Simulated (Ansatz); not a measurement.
`CC[AsH]N`. The species carries charge 0 and has multiplicity 1. Geometry: relaxed with PBE0-D4/def2-TZVP. It is one conformer, not always the lowest.

```xyz
12

C    -0.595    1.684    0.546
C    -0.293    0.199    0.631
As   -0.243   -0.642   -1.147
N     0.560   -2.229   -0.625
H    -0.667    2.131    1.540
H     0.186    2.220    0.000
H    -1.542    1.873    0.033
H     0.659    0.013    1.133
H    -1.066   -0.332    1.193
H     0.989    0.160   -1.602
H     0.481   -2.934   -1.344
H     1.531   -2.143   -0.357
```

Question: What is the dipole moment at B3LYP/def2-TZVPP? (An estimate is asked.)

Answer: The calculation gave: 0.97 D, with components (0.96, 0.16, 0.10) D in this frame, pointing from negative to positive charge.

Question: And with PBE, r2SCAN, ωB97M-V? (Estimate.)

Answer: Computed: PBE 1.01 D, r2SCAN 1.07 D, ωB97M-V 1.00 D.

Question: Give the Mulliken charges with B3LYP, PBE, ωB97M-V in def2-TZVPP. (An estimate is asked.)

Answer: Ansatz gave: 
```json
{"atom": "C1", "B3LYP": "-0.26", "PBE": "-0.26", "ωB97M-V": "-0.32"}
{"atom": "C2", "B3LYP": "-0.20", "PBE": "-0.20", "ωB97M-V": "-0.27"}
{"atom": "As3", "B3LYP": "0.27", "PBE": "0.21", "ωB97M-V": "0.23"}
{"atom": "N4", "B3LYP": "-0.43", "PBE": "-0.42", "ωB97M-V": "-0.39"}
{"atom": "H5", "B3LYP": "0.08", "PBE": "0.08", "ωB97M-V": "0.11"}
{"atom": "H6", "B3LYP": "0.08", "PBE": "0.09", "ωB97M-V": "0.11"}
{"atom": "H7", "B3LYP": "0.09", "PBE": "0.09", "ωB97M-V": "0.11"}
{"atom": "H8", "B3LYP": "0.08", "PBE": "0.08", "ωB97M-V": "0.11"}
{"atom": "H9", "B3LYP": "0.09", "PBE": "0.10", "ωB97M-V": "0.12"}
{"atom": "H10", "B3LYP": "-0.07", "PBE": "-0.06", "ωB97M-V": "-0.03"}
{"atom": "H11", "B3LYP": "0.13", "PBE": "0.14", "ωB97M-V": "0.11"}
{"atom": "H12", "B3LYP": "0.13", "PBE": "0.15", "ωB97M-V": "0.12"}
```

B3LYP here is the variant with VWN-RPA as its local correlation; programs differ in this.
